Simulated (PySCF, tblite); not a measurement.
Isomers of C7H16NP, one GFN2-xTB conformer each. Single-point energies are computed at PBE0/pcSseg-1 (PySCF, gas phase, no added dispersion term), electronic only.

Question: Rank them by PBE0/pcSseg-1 energy, lowest first (kcal/mol).
A. `[CH2:1]=[CH:2][P:3]([CH3:4])[N:5]([CH2:6][CH3:7])[CH2:8][CH3:9]` with C1–C2–P3–C4 113°, C2–P3–N5–C6 65°, P3–N5–C6–C7 -139°, P3–N5–C8–C9 -57°
B. `[CH3:1][NH:2][P:3]1[CH2:4][CH2:5][CH:6]([CH3:7])[CH2:8][CH2:9]1` with C1–N2–P3–C4 178°, N2–P3–C4–C5 -156°, P3–C4–C5–C6 65°, C4–C5–C6–C7 176°, C5–C6–C8–C9 62°
C. `[CH3:1][CH2:2]/[CH:3]=[P:4]\[N:5]([CH2:6][CH3:7])[CH2:8][CH3:9]` with C1–C2–C3–P4 113°, C3–P4–N5–C6 -82°, P4–N5–C6–C7 146°, P4–N5–C8–C9 -55°
D. `[CH3:1][CH2:2][C@@H:3]1[C@H:4]([CH3:5])[CH2:6][P@@:7]1([CH3:8])=[NH:9]` with C1–C2–C3–C4 171°, C2–C3–C4–C5 -20°, C3–C4–C6–P7 13°, C4–C6–P7–C8 97°, C2–C3–P7–C6 138°
E. `[CH3:1][CH2:2][P:3]1(=[N:4][CH3:5])[CH2:6][CH2:7][CH2:8][CH2:9]1` with C1–C2–P3–N4 -50°, C2–P3–C6–C7 -95°, P3–C6–C7–C8 -38°, C6–C7–C8–C9 52°, C7–C8–C9–P3 -39°
F. `[CH3:1][CH2:2]/[C:3]([CH3:4])=[P:5]/[CH2:6][N:7]([CH3:8])[CH3:9]` with C1–C2–C3–C4 67°, C3–P5–C6–N7 64°, P5–C6–N7–C8 -171°
G. `[CH3:1][CH2:2][CH2:3][P@@:4]1(=[NH:5])[CH2:6][CH2:7][C@@H:8]1[CH3:9]` with C1–C2–C3–P4 -82°, C2–C3–P4–N5 61°, C3–P4–C6–C7 91°, P4–C6–C7–C8 15°, C6–C7–C8–C9 98°, C3–P4–C8–C7 -90°

Answer: B (0.0), E (16.5), D (19.4), G (19.6), C (26.5), A (29.1), F (33.1).

As drawn, the lowest has an N–H bond, which the highest lacks. Neighbours under 2.5 kcal/mol apart (CC[C@@H]1[C@H](C)C[P@@]1(C)=N and CCC[P@@]1(=N)CC[C@@H]1C) can change places with a better method, another conformer or zero-point energy. GFN2-xTB itself gives, in the same order: 0.0, 13.5, 19.0, 21.6, 27.2, 30.2, 37.4. Both levels put the same isomer lowest; measured from each level's own lowest isomer, the values differ by up to 4.3 kcal/mol (CC/C(C)=P/CN(C)C: 37.4 against 33.1).

Q: Which frontier levels, dipoles and rotational constants go with these structures?

A: 
```tsv
SMILES	HOMO (eV, PBE0/pcSseg-1)	LUMO (eV)	dipole (D)	A, B, C (MHz)
CNP1CCC(C)CC1	-5.66	0.83	0.71	3252, 778.0, 683.3
CCP1(=NC)CCCC1	-5.60	1.05	3.05	1785, 1113, 911.1
CC[C@@H]1[C@H](C)C[P@@]1(C)=N	-6.07	0.98	3.31	1491, 1378, 950.6
CCC[P@@]1(=N)CC[C@@H]1C	-6.30	0.91	3.06	2225, 913.6, 878.6
CC/C=P\N(CC)CC	-5.91	-1.07	1.36	1627, 1007, 755.5
C=CP(C)N(CC)CC	-5.52	-0.16	0.68	1635, 1083, 771.1
CC/C(C)=P/CN(C)C	-6.23	-1.13	1.63	2779, 694.5, 638.8
```

Q: What happens when harmonic zero-point energies from GFN2-xTB frequencies are added?

A: 
```
                       SMILES  ZPE (kcal/mol)  electronic (kcal/mol)  with ZPE (kcal/mol)
                CNP1CCC(C)CC1           138.6                    0.0                  0.0
               CCP1(=NC)CCCC1           136.6                   16.5                 14.5
CC[C@@H]1[C@H](C)C[P@@]1(C)=N           136.0                   19.4                 16.8
      CCC[P@@]1(=N)CC[C@@H]1C           136.5                   19.6                 17.4
               CC/C=P\N(CC)CC           137.1                   26.5                 25.0
               C=CP(C)N(CC)CC           135.3                   29.1                 25.8
             CC/C(C)=P/CN(C)C           136.6                   33.1                 31.2
```

The zero-point energies span 3.3 kcal/mol. The order is unchanged.
